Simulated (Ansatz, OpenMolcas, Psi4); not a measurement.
# How methods differ on CH5BClN (SMILES CNBCl)

CH5BClN has 9 atoms, charge 0, and is taken as a singlet. SMILES: `CNBCl`. The shape is that of a PBE0-D4/def2-TZVP optimisation. This is one conformer, not always the lowest.

```jsonl
{"atom": "C", "x (Å)": "0.5101", "y (Å)": "0.4821", "z (Å)": "-0.9734"}
{"atom": "N", "x (Å)": "-0.4079", "y (Å)": "-0.2260", "z (Å)": "-0.1117"}
{"atom": "B", "x (Å)": "-0.2611", "y (Å)": "-0.4152", "z (Å)": "1.2482"}
{"atom": "Cl", "x (Å)": "-1.4953", "y (Å)": "-1.3145", "z (Å)": "2.1448"}
{"atom": "H", "x (Å)": "0.9070", "y (Å)": "-0.1704", "z (Å)": "-1.7565"}
{"atom": "H", "x (Å)": "0.0279", "y (Å)": "1.3389", "z (Å)": "-1.4528"}
{"atom": "H", "x (Å)": "1.3467", "y (Å)": "0.8499", "z (Å)": "-0.3800"}
{"atom": "H", "x (Å)": "-1.2205", "y (Å)": "-0.6055", "z (Å)": "-0.5739"}
{"atom": "H", "x (Å)": "0.6816", "y (Å)": "0.0142", "z (Å)": "1.8382"}
```

Quantity: the energy change with the N2–B3 bond stretched from 1.381 to 1.588 Å, in eV. The values are calculated.

```tsv
level	kind	program	value (eV)	CPU time (all runs)
BLYP/def2-SVP (restricted)	GGA	OpenMolcas	0.51	58 s
TPSS/def2-SVP (restricted)	meta-GGA	Psi4	0.54	3.1 min
B3LYP/def2-SVP (restricted)	global hybrid	OpenMolcas	0.61	53 s
BHLYP/def2-SVP (restricted)	global hybrid	Ansatz	0.71	12 s
M06-2X/def2-SVP (restricted)	hybrid meta-GGA	OpenMolcas	0.66	61 s
CAM-B3LYP/def2-SVP (restricted)	range-separated hybrid	Ansatz	0.67	13 s
wB97M-V/def2-SVP (restricted)	range-separated hybrid	Ansatz	0.64	1.9 min
PBE-QIDH/def2-SVP (restricted)	double hybrid	Ansatz	0.69	17 s
```

The first shape isn't each level's own minimum. The values span 0.51 to 0.71 eV. Times are those of the runs behind each value, whatever else they computed, on shared processors of several kinds: orders of magnitude only.
